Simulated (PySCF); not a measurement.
An unknown is described by computed data only.

Formula: C4H5NO2.

* UV, strongest line: among the 8 lowest singlet transitions: S4 at 7.41 eV (167 nm, f = 0.279) [TDDFT CAM-B3LYP/def2-SVPD]
* Polarisability: 58.0 au [CAM-B3LYP/def2-SVPD]
* Dipole: 2.22 D [CAM-B3LYP/def2-SVPD]
* Rotational structure: rotational constants A, B, C: 5.969, 2.295, 1.692 GHz [GFN2-xTB]
* XPS: C1s 291.7 (×2), C1s 294.5 (×2), N1s 406.7, O1s 537.8 (×2) eV [ΔSCF SCAN, pcX-2 on the ionised atom, pcseg-1 elsewhere, spin-free X2C]
* Triplet: lowest triplet excitation (Tamm–Dancoff): 4.78 eV [TDA CAM-B3LYP/def2-SVPD]

The electronic properties come from PySCF, for the isolated species, density fitting. Levels stand in brackets. Geometry: GFN2-xTB; no solvent, vibrations or thermal averaging.

Task: Give a SMILES that accounts for the data.

Result: Numbering: `[O:1]=[C:2]1[CH2:3][CH2:4][C:5](=[O:6])[NH:7]1`. Its formula, C4H5NO2, gives 3 degrees of unsaturation: 1 ring and 2 π bonds in the structure found. The core levels belong to: C1s 291.7 eV, sp3 carbon next to a carbonyl [C3/C4]; C1s 294.5 eV, amide carbonyl carbon [C2/C5]; N1s 406.7 eV, amide nitrogen [N7]; O1s 537.8 eV, amide oxygen [O1/O6]. The optimised geometry has point group C2v and is an asymmetric top. Structure: `O=C1CCC(=O)N1`. Computed isomers that give other values at the same levels: `CC(=O)OCC#N` (rotational constant A: 8.217 GHz; this holds for the one conformer computed); `Cc1cc(O)on1` (rotational constant A: 7.810 GHz; this holds for the one conformer computed); `COc1ccon1` (rotational constant A: 7.923 GHz; this holds for the one conformer computed). The assignments are read from this structure; whether some other isomer fits the data as well wasn't checked.
